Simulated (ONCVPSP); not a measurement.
**Before and after: ONCV potential for antimony (Sb)**

```
Element                 : Sb
Generator               : ONCVPSP 4.0.1
Type                    : optimised norm-conserving Vanderbilt (ONCV)
Functional              : LDA (Perdew-Wang 92)
Relativity              : fully relativistic
Frozen core             : [Ar] 3d10
Valence charge          : 23
Reference configuration : 4s2 4p6 4d10 5s1.5 5p3.5
Partial waves           : 4s+5s: rc 1.30 bohr, ncon 3, nbas 6, qcut 7.1 1/bohr, 2 projectors; 4p+5p: rc 1.50 bohr, ncon 4, nbas 8, qcut 10.1 1/bohr, 2 projectors; 4d: rc 1.50 bohr, ncon 3, nbas 8, qcut 9.4 1/bohr, 2 projectors, debl 2.6 Ha
Local potential         : polynomial inside 1.05 bohr (lpopt 4, dvloc0 0 Ha)
Core correction         : Teter function, fcfact 5.75, rcfact 1.05
```

Open shells are filled in proportion to 2j + 1.

Change: d: rc 1.74.

Cutoffs: the cutoffs (Ha) at which the residual kinetic energy of the hardest occupied pseudo-wave falls to 1 and 0.1 mHa per electron; they do not see the model core or the augmentation charge, which bear on the density cutoff. Errors are all-electron minus pseudo energies relative to the spin-unpolarised reference configuration.

**Question.** What does the change do?

**Answer.** The potential gets neither clearly harder nor softer (35 Ha and 61 Ha → 32 Ha and 61 Ha); of the 4 tests that both files solve, the error grows in 1 and shrinks in 0 by more than 15 % and 0.3 meV (median size 0.5 → 0.5 meV); neither file shows a bound ghost.

| quantity | base | changed |
| --- | --- | --- |
| cutoff, loose | 35 Ha | 32 Ha |
| cutoff, tight | 61 Ha | 61 Ha |
| loose cutoff by channel | s 23 Ha, p 29 Ha, d 35 Ha | s 23 Ha, p 29 Ha, d 32 Ha |
| bound ghosts | none | none |
| GHOST(+) flags under 300 eV | none | none |
| error for 4s2 4p6 4d10 5s2 5p3, meV [ΔE -4.06 eV] | -0.6 | -0.7 |
| error for 4s2 4p6 4d10 5s2 5p2, meV [ΔE 4.47 eV] | -0.3 | -0.2 |
| error for 4s2 4p6 4d10 5s2 5p1, meV [ΔE 20.74 eV] | +0.3 | +0.3 |
| error for 4s2 4p5 4d10 5s2 5p3, meV [ΔE 105.94 eV] | -107 | -138 |
| s: phases at 1.32 bohr within 0.05 rad from the reference energy up to (Ha; the scan ends near 5) | to the end of the scan | to the end of the scan |
| p3/2: phases at 1.52 bohr within 0.05 rad from the reference energy up to (Ha; the scan ends near 5) | to the end of the scan | to the end of the scan |
| p1/2: phases at 1.52 bohr within 0.05 rad from the reference energy up to (Ha; the scan ends near 5) | to the end of the scan | to the end of the scan |
| rms error of d²Exc/dni dnj with the model core, mHa | 5.28 | 5.29 |
